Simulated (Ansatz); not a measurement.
Species: IBr, charge 0, multiplicity 1. 
Coordinates optimised at B3LYP-D3(BJ)/def2-TZVP (Ansatz, a first-principles code):
SMILES: BrI
```xyz
2

I      0.0000     0.0000    -0.9942
Br     0.0000     0.0000     1.5056
```
Charge 0, spin multiplicity 1.

Wanted: vertical electron affinity (to the doublet state of charge -1; a negative value means that the extra electron is unbound and the number depends on the basis; each state is the SCF solution reached for its spin), in eV. Valence correlation only, unless marked. UHF or UKS for open shells. Spin-orbit coupling is left out. The frozen core is the preceding noble-gas configuration, with the filled d and f shells of earlier blocks. Past Kr the def2 sets carry scalar-relativistic core potentials. Anions need diffuse functions: def2-D sets add few. Basis-set limits of correlation are two-point, X^-3; Hartree-Fock from the larger set.

```
level                 program  vertical electron affinity (eV)
--------------------  -------  -------------------------------
SVWN5/def2-TZVPD       Ansatz                             1.89
PBE/def2-TZVPD         Ansatz                             1.73
BHLYP/def2-TZVPD       Ansatz                             1.74
CAM-B3LYP/def2-TZVPD   Ansatz                             1.82
```

Q: What does CCSD(T)/CBS(def2-TZVPPD,def2-QZVPPD) (Ansatz) give?

A: 1.71 eV
